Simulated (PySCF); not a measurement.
Compound: allyl methyl sulfone, C4H8O2S.
Cartesian coordinates in Å at the PBE0-D3(BJ)/def2-SVP level; atoms count from 1:
```
atom  x, y, z in Å
C1     1.996    1.099   -0.370
C2     1.435   -0.112   -0.381
C3     0.143   -0.427   -1.046
S4    -1.109   -1.010    0.122
C5    -1.439    0.398    1.165
O6    -2.318   -1.290   -0.645
O7    -0.487   -2.045    0.946
H8     1.534    1.950   -0.882
H9     2.946    1.279    0.139
H10    1.912   -0.948    0.141
H11    0.215   -1.290   -1.728
H12   -0.295    0.419   -1.595
H13   -0.513    0.719    1.657
H14   -1.881    1.200    0.560
H15   -2.166    0.034    1.903
```

Theory: core-valence-separated Tamm–Dancoff BHandHLYP/aug-pcX-1 (pcseg-1 on H, def2-SVPD on S) in PySCF, non-relativistic, gas phase, PBE0-D3(BJ)/def2-SVP geometry. Absolute energies from this functional tend to lie a few eV below measured edges; no shift was applied.

The lowest roots of each edge with f over 0.003 (five at most, numbered afresh; weaker and dark ones are left out), with transition dipoles (au) in the frame of the coordinates:

```tsv
root	edge	E (eV)	μx	μy	μz
1	C	282.47	0.0457	-0.0220	-0.0776
2	C	282.71	-0.0453	0.0222	0.0793
3	C	285.69	0.0373	0.0155	-0.0522
4	C	285.95	0.0106	0.0353	-0.0020
5	C	286.05	0.0241	-0.0663	-0.0469
6	O	532.15	0.0448	0.0079	0.0266
7	O	532.20	-0.0262	0.0312	-0.0310
8	O	532.87	0.0059	0.0273	-0.0235
9	O	533.05	-0.0069	-0.0249	-0.0162
10	O	533.28	0.0288	0.0237	-0.0101
```

**Question.** What are the oscillator strengths?

**Answer.** f = (2/3) ΔE |μ|², with ΔE in hartree (27.2114 eV):

```tsv
root	ΔE (Eh)	|μ|² (au)	f	core hole on
1	10.3805	0.008594	0.060	C1
2	10.3894	0.008833	0.061	C2
3	10.4988	0.004356	0.030	C3
4	10.5085	0.001362	0.010	C1
5	10.5122	0.007176	0.050	C5
6	19.5560	0.002777	0.036	O6
7	19.5578	0.002621	0.034	O7
8	19.5827	0.001332	0.017	O6
9	19.5892	0.000930	0.012	O7
10	19.5978	0.001493	0.020	O7
```

**Question.** Molecules are fixed in this frame and the field points along y. What effective strengths 3 f cos²θ do the roots have (θ between field and μ)?

**Answer.** root 1 (C1): 0.010, root 2 (C2): 0.010, root 3 (C3): 0.005, root 4 (C1): 0.026, root 5 (C5): 0.092, root 6 (O6): 0.002, root 7 (O7): 0.038, root 8 (O6): 0.029, root 9 (O7): 0.024, root 10 (O7): 0.022. Root 5 is the strongest. Averaged over all orientations cos²θ is 1/3, which gives f back.

One conformer stands for the species.
